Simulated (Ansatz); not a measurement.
Relaxation of a periodic cell of 20 atoms, HC$_{18}$N (surface graphene monolayer, adsorbate NH), to a largest force component of 0.03 eV/Å in at most 60 steps.

These are results of Ansatz 0.2.0, DFT r2SCAN-D3(BJ), scalar-relativistic, plane waves, PAW, not measurements. Settings: cutoff 500 eV, k mesh 2x2x1, gaussian smearing 0.05 eV, no spin polarisation.

```xyz
20
Lattice="7.3980 0.0000 0.0000 -3.6990 6.4069 0.0000 0.0000 0.0000 11.0000" Properties=species:S:1:pos:R:3
C 0.000 0.000 1.000
C 1.233 0.712 1.000
C -1.233 2.136 1.000
C 0.000 2.847 1.000
C -2.466 4.271 1.000
C -1.233 4.983 1.000
C 2.466 0.000 1.000
C 3.699 0.712 1.000
C 1.233 2.136 1.000
C 2.466 2.847 1.000
C 0.000 4.271 1.000
C 1.233 4.983 1.000
C 4.932 0.000 1.000
C 6.165 0.712 1.000
C 3.699 2.136 1.000
C 4.932 2.847 1.000
C 2.466 4.271 1.000
C 3.699 4.983 1.000
N 0.411 4.034 2.430
H 0.483 4.103 3.460
```

**Question.** Where does it end, and by what steps?

**Answer.** The forces met the threshold. Limits of this set-up: coarse k mesh, slab without dipole correction, a typed lattice constant that wasn't relaxed here. After 12 steps the energy has fallen by 3.694 eV; H20 moved furthest, 1.32 Å.

| step | energy less start (eV) | largest force component (eV/Å) | accepted |
| --- | --- | --- | --- |
| 0 | 0.0000 | 2.758 | yes |
| 1 | -0.6986 | 2.303 | yes |
| 2 | -1.3218 | 1.705 | yes |
| 3 | -1.9859 | 1.800 | yes |
| 4 | -2.5163 | 1.908 | yes |
| 5 | -3.0537 | 1.661 | yes |
| 6 | -3.5070 | 0.882 | yes |
| 7 | -3.6529 | 0.342 | yes |
| 8 | -3.6820 | 0.404 | yes |
| 9 | -3.6894 | 0.277 | yes |
| 10 | -3.6933 | 0.201 | yes |
| 11 | -3.6935 | 0.054 | yes |
| 12 | -3.6943 | 0.015 | yes |

```xyz
20
Lattice="7.3980 0.0000 0.0000 -3.6990 6.4069 0.0000 0.0000 0.0000 11.0000" Properties=species:S:1:pos:R:3
C 0.007 -0.089 0.945
C 1.225 0.615 0.949
C -1.228 2.034 0.939
C 0.006 2.718 1.029
C -2.468 4.183 0.939
C -1.256 4.911 1.029
C 2.461 -0.105 0.996
C 3.719 0.621 0.996
C 1.218 2.044 1.000
C 2.479 2.772 1.001
C -0.035 4.156 1.321
C 1.277 4.913 1.322
C 4.932 -0.059 1.029
C 6.169 0.628 0.939
C 3.713 2.051 0.950
C 4.932 2.754 0.945
C 2.502 4.159 1.030
C 3.711 4.885 0.939
N 0.646 4.491 2.599
H 0.175 5.304 2.994
```

Whether the end is a true minimum wasn't checked by a vibrational analysis.

The run took 3.5 min on 2 threads of Intel(R) Xeon(R) Platinum 8488C (Sapphire Rapids), on a shared host, peak memory 1.8 GiB.
